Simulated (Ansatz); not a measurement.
Problem. Name a neutral molecule of Al, C, N, Si and H with size of the dipole moment (PBE/def2-TZVPP) between 0.60 and 0.90 D and HOMO energy (PBE/def2-TZVPP) between -4.85 and -4.55 eV (Ansatz, PBE0-D4/def2-TZVP geometry).

Solution. `C[C]1(N)[AlH][SiH2]1` (0.69 D, -4.66 eV). Other molecules can fit too; these were computed, each in one conformer that needn't be the lowest.
